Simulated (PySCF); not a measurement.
C8H12P2.
Numbering: `[CH3:1][c:2]1[cH:3][cH:4][c:5]([P:6]([CH3:7])[PH2:8])[cH:9][cH:10]1`

Cartesian coordinates in Å at the GFN2-xTB level; atoms count from 1:
```xyz
22
C8H12P2 angstrom
C      3.6545    0.0049    0.4020
C      2.1873    0.0483    0.1025
C      1.7264   -0.1242   -1.1973
C      0.3735   -0.1060   -1.4763
C     -0.5547    0.0802   -0.4583
P     -2.3342    0.0729   -0.9100
C     -2.8572   -1.4251    0.0570
P     -3.0272    1.5828    0.4950
C     -0.0980    0.2614    0.8420
C      1.2560    0.2443    1.1157
H      3.8791    0.5299    1.3273
H      4.2277    0.4520   -0.4075
H      3.9806   -1.0303    0.5113
H      2.4360   -0.2715   -1.9992
H      0.0242   -0.2365   -2.4912
H     -2.4441   -2.3119   -0.4211
H     -3.9446   -1.4903    0.0398
H     -2.5100   -1.3711    1.0877
H     -2.5053    2.6215   -0.2728
H     -4.2702    1.6766   -0.1259
H     -0.8059    0.4238    1.6462
H      1.5956    0.3879    2.1323
```

NICS is the negative of the GIAO shielding at a point without a nucleus: at the ring centre (0) and 1 Å above and below it (1); zz is the component along the ring normal. Level: GIAO PBE0/pcSseg-1 (PySCF, non-relativistic, gas phase) on the GFN2-xTB geometry, one conformer.

Ring bond lengths (Å), with Mayer bond orders in brackets: C2–C3 1.390 (1.40), C3–C4 1.382 (1.45), C4–C5 1.390 (1.44), C5–C9 1.390 (1.34), C9–C10 1.382 (1.47), C10–C2 1.390 (1.39).

Problem. What do the NICS probes read (ppm)?

Solution. 
| ring | type | NICS(0) | NICS(1), two faces | NICS(1)zz, two faces | rms pucker (Å) | centre to ring atoms, mean (Å) |
| --- | --- | --- | --- | --- | --- | --- |
| C2–C3–C4–C5–C9–C10 | 6-membered carbocycle; formal bonds all aromatic | -8.1 | -11.0 / -11.3 | -26.6 / -27.2 | 0.00 | 1.39 |

Problem. What do they say, and how far can they be read as aromaticity?

Solution. 
- C2–C3–C4–C5–C9–C10: mean NICS(1)zz -26.9 ppm, shielded, aromatic by this magnetic criterion (flat ring, no four-coordinate atom).

Problem. How equal are the bonds by HOMA? Use HOMA with the parameters of Krygowski (1993).

Solution. 
- C2–C3–C4–C5–C9–C10: HOMA 1.00 = 1 − EN − GEO, with mean bond length 1.387 Å, EN = α(Ropt − mean)² = 0.000 and GEO = α × variance = 0.004. The geometric and the magnetic index point the same way.

Problem. At the second NICS(1) probe listed for ring C2–C3–C4–C5–C9–C10, 1 Å off the ring, how large is the induced field along the normal in 14.1 T applied along it?

Solution. NICSzz × B0 = -27.2 ppm × 14.1 T = -384 μT, against the applied field.

Problem. List the ring angles and the Hirshfeld charges of the ring atoms.

Solution. 
- C2–C3–C4–C5–C9–C10: C2 118.5° (+0.014 e), C3 120.8° (-0.054 e), C4 120.5° (-0.053 e), C5 118.9° (-0.060 e), C9 120.4° (-0.052 e), C10 120.9° (-0.053 e); sum 720.0° against 720° for a flat convex ring.

Problem. What are the shieldings of the ring atoms and their hydrogens in the same run (means over atoms taken as equivalent)?

Solution. 
| atoms | environment | σ isotropic (ppm) |
| --- | --- | --- |
| C2 | substituted aromatic carbon | 41.3 |
| C3 (×2) | aromatic CH carbon | 52.5 |
| C4 (×2) | aromatic CH carbon | 47.7 |
| C5 | substituted aromatic carbon | 44.0 |
| H14 (×2) | aromatic hydrogen | 24.25 |
| H15 (×2) | aromatic hydrogen | 23.63 |

On one thread of an Arm Neoverse N1 (shared host), this took 1.8 min wall and 1.1 GiB of memory at its peak. This is the whole shielding run at PBE0/pcSseg-1, SCF included.
